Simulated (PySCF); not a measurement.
Cd(OH)(NH2), SMILES [NH2][Cd][OH] (B3LYP/def2-SVP optimised geometry):

```
6

Cd    -0.057     0.023     0.000
O     -2.032     0.027    -0.079
H     -2.346     0.071    -0.994
N      1.959     0.023     0.000
H      2.346    -0.815     0.439
H      2.345     0.815     0.517
```

Computed with B3LYP/def2-TZVP, def2 effective core potentials past Kr (PySCF 2.14.0).

Task: What are the frontier orbital energies and the dipole moment?

Result: HOMO-2 -8.29 eV, HOMO-1 -7.60 eV, HOMO -6.88 eV, LUMO -1.37 eV, LUMO+1 -0.29 eV; dipole moment 1.24 D.

On the same geometry PySCF 2.14.0 with PBE/def2-TZVP, def2 effective core potentials past Kr gives HOMO-2 -7.12 eV, HOMO-1 -6.23 eV, HOMO -5.77 eV, LUMO -1.89 eV, LUMO+1 -0.66 eV; dipole moment 1.20 D.
